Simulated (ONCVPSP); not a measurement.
## What one change does to a pseudopotential (Mo (Z = 42), ONCV)

ONCVPSP 4.0.1 input, shortened (lines: element, Z, core and valence counts, functional; n l f; lmax; l rc ep ncon nbas qcut; lloc lpopt rc5 dvloc0; l nproj debl; icmod fcfact rcfact), PBE, scalar-relativistic:

```
  Mo 42.00    6    3        4      upf
    1    0    2.00
    2    0    2.00
    2    1    6.00
    3    0    2.00
    3    1    6.00
    3    2   10.00
    4    0    2.00
    4    1    6.00
    4    2    6.00
    2
    0    1.80    0.00    4    9    5.50
    1    1.15    0.00    3    6    6.10
    2    1.95    0.00    3    7    8.00
    4    5    1.15    2.00
    0    2    4.00
    1    3    2.70
    2    2    2.10
    0    0.00    0.00
```

Change: local potential polynomial inside 0.95 bohr (lpopt 5, dvloc0 0 Ha).

Cutoffs: the cutoffs (Ha) at which the residual kinetic energy of the hardest occupied pseudo-wave falls to 1 and 0.1 mHa per electron; they do not see the model core or the augmentation charge, which bear on the density cutoff. Errors are all-electron minus pseudo energies relative to the spin-unpolarised reference configuration.

Q: How do hardness, ghosts and transferability respond?

A: The potential gets neither clearly harder nor softer (71 Ha and 117 Ha → 71 Ha and 117 Ha); of the 3 tests that both files solve, the error grows in 1 and shrinks in 0 by more than 15 % and 0.3 meV (median size 0.8 → 0.8 meV); the range in which the s phases agree narrows (upper end at the end of the scan → 2.9); neither file shows a bound ghost.

```tsv
quantity	base	changed
cutoff, loose	71 Ha	71 Ha
cutoff, tight	117 Ha	117 Ha
bound ghosts	none	none
GHOST(+) flags under 300 eV	s at 146.2 eV	s at 80.9 eV
tests with a reliable result	3 of 4	3 of 4
error for 4s2 4p6 4d5 5s1, meV [ΔE -0.76 eV]	+8.0	+12
error for 4s2 4p6 4d5, meV [ΔE 6.13 eV]	+0.3	+0.3
error for 4s2 4p6 4d5 5p1, meV [ΔE 2.38 eV]	+0.8	+0.8
s: phases at 1.83 bohr within 0.05 rad from the reference energy up to (Ha; the scan ends near 5)	to the end of the scan	2.9
p: phases at 1.17 bohr within 0.05 rad from the reference energy up to (Ha; the scan ends near 5)	to the end of the scan	to the end of the scan
d: phases at 1.98 bohr within 0.05 rad from the reference energy up to (Ha; the scan ends near 5)	to the end of the scan	to the end of the scan
```
